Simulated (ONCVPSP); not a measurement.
**molybdenum: one change to an ONCV potential, before and after**

* Element: molybdenum
* Generator: ONCVPSP 4.0.1
* Type: optimised norm-conserving Vanderbilt (ONCV)
* Functional: LDA (Perdew-Zunger)
* Relativity: scalar-relativistic
* Frozen core: [Ar] 3d10
* Valence charge: 14
* Reference configuration: 4s2 4p6 4d4 5s2
* Partial waves: 4s+5s: rc 1.65 bohr, ncon 3, nbas 7, qcut 8.3 1/bohr, 3 projectors, debl 1.1 Ha; 4p: rc 1.75 bohr, ncon 3, nbas 6, qcut 6.8 1/bohr, 1 projector; 4d: rc 2.65 bohr, ncon 3, nbas 7, qcut 7.2 1/bohr, 2 projectors, debl 0.3 Ha
* Local potential: polynomial inside 1.60 bohr (lpopt 5, dvloc0 0 Ha)
* Core correction: Teter function fitted to the true core (icmod 2), fcfact 0.3

Change: s: qcut 6; p: qcut 4.9; d: qcut 5.2.

Cutoffs: the cutoffs (Ha) at which the residual kinetic energy of the hardest occupied pseudo-wave falls to 1 and 0.1 mHa per electron; they do not see the model core or the augmentation charge, which bear on the density cutoff. Errors are all-electron minus pseudo energies relative to the spin-unpolarised reference configuration.

**Question.** How do hardness, ghosts and transferability respond?

**Answer.** The potential gets softer (22 Ha and 26 Ha → 14 Ha and 21 Ha); of the 4 tests that both files solve, the error grows in 4 and shrinks in 0 by more than 15 % and 0.3 meV (median size 11.8 → 40.7 meV); the range in which the d phases agree narrows (upper end 3.9 → 0.9); neither file shows a bound ghost.

| quantity | base | changed |
| --- | --- | --- |
| cutoff, loose | 22 Ha | 14 Ha |
| cutoff, tight | 26 Ha | 21 Ha |
| loose cutoff by channel | s 22 Ha, p 12 Ha, d 14 Ha | s 14 Ha, p 12 Ha, d 11 Ha |
| bound ghosts | none | none |
| GHOST(+) flags under 300 eV | none | none |
| error for 4s2 4p6 4d5 5s1, meV [ΔE -0.14 eV] | +8.3 | +30 |
| error for 4s2 4p6 4d5 5s0, meV [ΔE 7.05 eV] | +15 | +51 |
| error for 4s2 4p6 4d4 5s0, meV [ΔE 22.75 eV] | -3.6 | -8.5 |
| error for 4s2 4p6 4d5.5 5s0.5, meV [ΔE 0.17 eV] | +16 | +59 |
| s: phases at 1.68 bohr within 0.05 rad from the reference energy up to (Ha; the scan ends near 5) | to the end of the scan | to the end of the scan |
| p: phases at 1.77 bohr within 0.05 rad from the reference energy up to (Ha; the scan ends near 5) | 1.2 | 1.6 |
| d: phases at 2.69 bohr within 0.05 rad from the reference energy up to (Ha; the scan ends near 5) | 3.9 | 0.9 |
| rms error of d²Exc/dni dnj with the model core, mHa | 0.32 | 0.98 |
